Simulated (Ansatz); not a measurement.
`[CH3][GeH]([NH2])[F]` and `C[O][Ge]([CH3])([NH2])[F]` differ in one atom or group.

Ansatz, PBE0-D4/def2-TZVP geometries, multiplicity 1. Each molecule was computed in one conformer, which needn't be the lowest.

Scalar relativity is left out up to krypton.

| property | `[CH3][GeH]([NH2])[F]` |
| --- | --- |
| HOMO energy (PBE/def2-TZVPP) / eV | -6.33 |
| LUMO energy (B3LYP/def2-TZVPP) / eV | 0.40 |
| HOMO–LUMO gap (PBE/def2-TZVPP) / eV | 6.24 |
| LUMO energy (ωB97M-V/def2-TZVPP) / eV | 2.21 |
| HOMO–LUMO gap (B3LYP/def2-TZVPP) / eV | 7.98 |
| LUMO energy (PBE0/def2-TZVPP) / eV | 0.76 |

(1) Give the same properties after the change, and the shifts. (Estimate.)

## Answers

(1) Ansatz gave: 
```json
{"property": "HOMO energy (PBE/def2-TZVPP) / eV", "`C[O][Ge]([CH3])([NH2])[F]`": "-6.22", "shift": "0.11"}
{"property": "LUMO energy (B3LYP/def2-TZVPP) / eV", "`C[O][Ge]([CH3])([NH2])[F]`": "0.12", "shift": "-0.28"}
{"property": "HOMO–LUMO gap (PBE/def2-TZVPP) / eV", "`C[O][Ge]([CH3])([NH2])[F]`": "5.81", "shift": "-0.43"}
{"property": "LUMO energy (ωB97M-V/def2-TZVPP) / eV", "`C[O][Ge]([CH3])([NH2])[F]`": "1.99", "shift": "-0.22"}
{"property": "HOMO–LUMO gap (B3LYP/def2-TZVPP) / eV", "`C[O][Ge]([CH3])([NH2])[F]`": "7.65", "shift": "-0.33"}
{"property": "LUMO energy (PBE0/def2-TZVPP) / eV", "`C[O][Ge]([CH3])([NH2])[F]`": "0.49", "shift": "-0.27"}
```

With PBE0 the HOMO rises by 0.05 eV and the LUMO falls by 0.27 eV, so the gap narrows by about 0.32 eV. PBE moves the HOMO by 0.11 eV and ωB97M-V by 0.06 eV.

B3LYP here is the variant with VWN-RPA as its local correlation; programs differ in this.
